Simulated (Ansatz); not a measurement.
Compare A (`C=C(C)[SiH2][AlH2]`) with its isomer B (`C/[C]([AlH2])=C\[SiH3]`).

Calculated with Ansatz (gas phase, PBE0-D4/def2-TZVP geometries, no zero-point term in ΔE). CBS: MP2 limit from def2 TZ/QZ plus the TZ coupled-cluster correction, frozen cores. Functionals use def2-TZVPP. B3LYP here is the variant with VWN-RPA as its local correlation; programs differ in this. Each species was taken in one conformer, which may not be the lowest.

Task: Which is lower in electronic energy at CCSD(T)/CBS, and by how much? (Estimate.)

Result: Ansatz gave: A, by 0.5 kcal/mol.

Task: Give E(B) − E(A) in kcal/mol with CCSD/def2-TZVPP, B3LYP, ωB97M-V, PBE-D4, CCSD(T)/def2-TZVPP, HF/def2-TZVPP, B2PLYP. (Best estimate.)

Result: The calculation gave: CCSD/def2-TZVPP 0.6, B3LYP 0.6, ωB97M-V -1.0, PBE-D4 2.8, CCSD(T)/def2-TZVPP 0.5, HF/def2-TZVPP -0.2, B2PLYP -0.2. The order is the other way round with ωB97M-V, HF/def2-TZVPP, B2PLYP.

Largest T1 diagnostic: 0.012.
